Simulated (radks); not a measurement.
Question: All-electron calculation, non-relativistic Kohn-Sham, exchange-only LDA, spin-polarised, spherical densities, point nucleus; open shells are filled with parallel spins first (spin-orbit coupling, left out, can overturn this in heavy ions). Program: a radial shooting solver on a logarithmic mesh with Libxc functionals. Response by self-consistent Sternheimer equations with the Hartree and adiabatic exchange-only LDA kernel. For heavy and open-shell atoms this level of theory can miss by tens of per cent. Estimate the static dipole polarisabilities of P+ ([Ne] 3s2 3p2) and Ne ([Ne]) and the C6 coefficients of the three pairs.

Answer: alpha = 15.00 and 3.260 bohr^3; C6 = 78.40 (P+-P+), 23.11 (P+-Ne), 7.991 (Ne-Ne) hartree bohr^6.
